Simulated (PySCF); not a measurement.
How methods differ on the ionisation energy of Ge

Ge [Ar] 3d10 4s2 4p2 (3P) → Ge⁺ [Ar] 3d10 4s2 4p1 (2P), as a difference of total energies. All numbers are calculated (PySCF 2.14, scalar relativity by spin-free X2C-1e, in x2c-TZVPPall with one added diffuse shell each of s, p, d type (7s6p5d1f, 57 functions)). Correlated levels: valence and next inner shell: [Ne] frozen. The calculations carry no spin-orbit coupling.

```
                                method  ionisation energy (eV)
                                   UHF                   7.404
    MP2 (valence and next inner shell)                   7.837
SCS-MP2 (valence and next inner shell)                   7.731
   CCSD (valence and next inner shell)                   7.825
CCSD(T) (valence and next inner shell)                   7.856
```

**Question.** How much does correlation contribute at CCSD(T) (valence and next inner shell)?

**Answer.** 7.856 − (7.404) = 0.452 eV, measured against UHF.

A first-order spin-orbit estimate (lowest level to lowest level, LS coupling) adds -0.029 eV.

Errors of the correlated levels include the incompleteness of this basis and the frozen core.

For comparison: 7.899 eV (measured; NIST Atomic Spectra Database, ionization energies).
